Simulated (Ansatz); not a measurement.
A structure relaxed at PBE-D4/def2-TZVP in Ansatz, charge 0, singlet:

```xyz
14

Li   -1.6872   -1.3054    1.2187
Li   -1.0857    1.2132   -0.0626
Li    1.0454   -0.8966    1.5037
Li    2.3404   -0.2820   -1.2655
Li    0.7088    1.2058   -2.3331
Li   -0.3529   -1.3025   -0.8314
Li    1.5348    1.9609   -0.1205
H    -0.1989   -2.1488    0.8851
H    -1.8625   -0.3656   -0.2242
H    -1.5052   -0.2710    2.8643
H    -0.0679    2.1960   -1.0610
H     0.7407   -0.6230   -2.0596
H    -1.9977   -0.8116    3.1222
H     2.3878    1.4305   -1.6361
```

Task: Give its formula.

Result: Li7H7.

Task: Summarise the bond lengths by kind (pairs closer than 1.2 times the sum of covalent radii, bridged metal pairs left out).

Result: 1 × Li–Li 2.75 Å; 14 × H–Li 1.73 to 1.88 Å.

The restricted singlet is unstable towards broken spin symmetry in Hartree–Fock (as tested in another run); at PBE-D4/def2-TZVP this wasn't settled. In the singlet, H10 and H13 lie 0.78 Å apart (atoms count from 1), so H2 has formed as a molecule. Another isomer (singlet) lies 2.01 eV lower at PBE0-D4/def2-TZVP; other spin states weren't run for this one.
